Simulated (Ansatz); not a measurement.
Computed with Ansatz on PBE0-D4/def2-TZVP structures; ΔE is electronic, products minus reactants. CCSD(T)/CBS adds triple-zeta CCSD(T) − MP2 to the extrapolated MP2 energy (def2 sets, frozen cores). This one scheme is used for every species. One conformer a species, not always the lowest.

`O[Si]([SiH3])(Cl)Cl` + H₂ → `O[SiH](Cl)Cl` + SiH₄  (hydrogenolysis of the Si–Si bond)

```tsv
species	CCSD(T)/CBS(def2) energy (Eh)
`O[Si]([SiH3])(Cl)Cl`	-1575.44956
H₂	-1.17544
`O[SiH](Cl)Cl`	-1285.17016
SiH₄	-291.46306
```

Question: Work out ΔE.

Answer: ΔE = (-1285.17016) + (-291.46306) − (-1575.44956) − (-1.17544) = -0.00822 Eh = -0.22 eV.

Largest T1 diagnostic among the species: 0.011.

The D4 term adds +0.14 eV with B3LYP and +0.08 eV with PBE0; it sums over pairs of atoms, weighted by their polarisabilities, and B3LYP, whose exchange is more repulsive, gets the larger term. From PBE to PBE0 (25 % exact exchange), in def2-TZVPP and without D4, ΔE moves by −0.07 eV.

B3LYP here is the variant with VWN-RPA as its local correlation; programs differ in this.
